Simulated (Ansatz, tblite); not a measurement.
Forces on H12Au13⁺ (relaxed from a model of Au13(H)12, whose bonding it doesn't keep) at its PBE-D4/def2-SVP geometry. Total charge 1; singlet.

In the def2 sets Au takes a core potential; there is no spin–orbit coupling. The xTB rows come from tblite. Correlated methods freeze no core orbitals; core or outer-core shells of Au are correlated, in sets that lack core-valence functions. Single mean-field runs in def2-TZVP are fitted with def2-universal-jkfit.

GFN2-xTB (tblite), largest force 1.18 eV/Å:

```xyz
25
positions Å, forces eV/Å
Au   -0.230   -0.523    0.392   -0.256   -0.566   -0.442
Au    2.030    0.326    2.240    0.714   -0.123    0.157
Au   -1.287   -3.116    0.823   -0.630   -0.806    0.591
Au   -1.044    2.945    0.247    0.113    0.688   -0.047
Au   -0.866    0.535   -2.408    0.460    0.616   -0.433
Au   -3.089    1.521    1.495   -0.199    0.696    0.144
Au   -2.840   -1.169    1.753   -0.757    0.491    0.324
Au    1.187    1.966   -1.266    0.618    0.326    0.141
Au    2.828   -2.151   -1.632    0.399    0.099    0.006
Au    0.149   -2.325   -1.606    0.448   -0.399   -0.158
Au   -2.476   -1.258   -1.234   -0.621    0.042   -0.931
Au    3.137    0.241   -0.325    0.090    0.072   -0.044
Au   -0.595    1.106    2.609    0.821   -0.096    0.688
H     3.488   -0.145    1.450   -0.869    0.441   -0.071
H    -2.071   -4.240    1.631    0.580    0.788   -0.571
H     0.424    3.421   -0.467   -0.572   -0.773    0.145
H     0.116    1.782   -2.912   -0.371   -0.628    0.432
H    -2.631    3.107    1.031    0.277   -1.130   -0.064
H    -3.895    0.088    2.245    0.749   -0.091   -0.475
H     2.411    0.828   -1.859   -0.196    0.202    0.778
H     4.111   -1.215   -0.976   -1.031   -0.104   -0.223
H     1.535   -3.163   -2.337    0.047    0.640    0.457
H    -3.637   -1.150   -2.328    0.749   -0.048    0.792
H     2.427    1.898   -0.050   -0.285   -0.528   -0.581
H     0.819    0.691    3.484   -0.279    0.190   -0.617
```

PBE0-D4/def2-TZVP (Ansatz), largest force 0.32 eV/Å:

```
Au -0.112 -0.124 -0.069
Au -0.145 0.043 -0.098
Au -0.198 0.247 -0.027
Au -0.034 -0.101 0.069
Au 0.068 -0.031 0.178
Au 0.233 -0.095 0.027
Au 0.133 0.068 -0.146
Au -0.024 -0.187 0.072
Au -0.135 0.119 0.039
Au 0.099 0.110 0.170
Au 0.238 0.011 -0.040
Au -0.282 0.037 -0.029
Au 0.080 -0.070 -0.139
H -0.161 0.079 -0.127
H 0.095 0.247 -0.083
H -0.012 -0.168 0.008
H 0.014 -0.113 0.196
H 0.148 -0.222 -0.015
H 0.209 0.031 -0.104
H -0.038 0.048 0.274
H -0.210 0.066 -0.005
H -0.024 0.169 0.122
H 0.231 0.056 0.160
H -0.111 -0.209 -0.183
H -0.063 -0.013 -0.248
```

PBE-QIDH/def2-TZVP (Ansatz), largest force 0.64 eV/Å:

```
Au -0.337 -0.256 -0.219
Au -0.295 0.074 -0.285
Au -0.398 0.505 0.025
Au -0.017 -0.278 0.108
Au 0.248 0.027 0.400
Au 0.568 -0.213 0.015
Au 0.254 0.279 -0.304
Au -0.090 -0.434 0.242
Au -0.301 0.299 0.138
Au 0.265 0.286 0.355
Au 0.504 0.135 -0.050
Au -0.594 0.016 -0.035
Au 0.259 -0.231 -0.330
H -0.336 0.162 -0.187
H 0.217 0.463 -0.227
H -0.098 -0.332 0.018
H -0.060 -0.279 0.355
H 0.248 -0.431 -0.021
H 0.416 -0.002 -0.227
H -0.076 0.085 0.446
H -0.419 0.089 -0.024
H -0.085 0.334 0.254
H 0.440 0.039 0.343
H -0.170 -0.341 -0.315
H -0.144 0.005 -0.477
```
